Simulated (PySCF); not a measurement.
## How methods differ on the excitation energy of Ru

Ru [Kr] 4d7 5s1 (5F) → Ru [Kr] 4d7 5p1 (high-spin determinant), as a difference of total energies. Computed with PySCF 2.14 in x2c-TZVPPall with one added diffuse shell each of s, p, d, f type (9s7p7d3f1g, 95 functions), with scalar relativity by spin-free X2C-1e. Correlated levels: valence: [Kr] frozen; valence and next inner shell: [Ar] 3d10 frozen. The calculations carry no spin-orbit coupling.

```
                                method  excitation energy (cm⁻¹)
                                   UHF                     23977
                                   LDA                     29634
                                   PBE                     28472
                                  PBE0                     27642
                                r2SCAN                     28591
                                   M06                     27559
                                  TPSS                     28234
                               LC-wPBE                     26798
                                 TPSSh                     27907
                         MP2 (valence)                     27695
                     SCS-MP2 (valence)                     26686
    MP2 (valence and next inner shell)                     28967
SCS-MP2 (valence and next inner shell)                     27774
```

A first-order spin-orbit estimate (lowest level to lowest level, LS coupling) adds 0.021 eV.

The determinant of the upper state mixes LS terms, which raises its energy above the lowest term, most at the Hartree-Fock and MP2 levels.
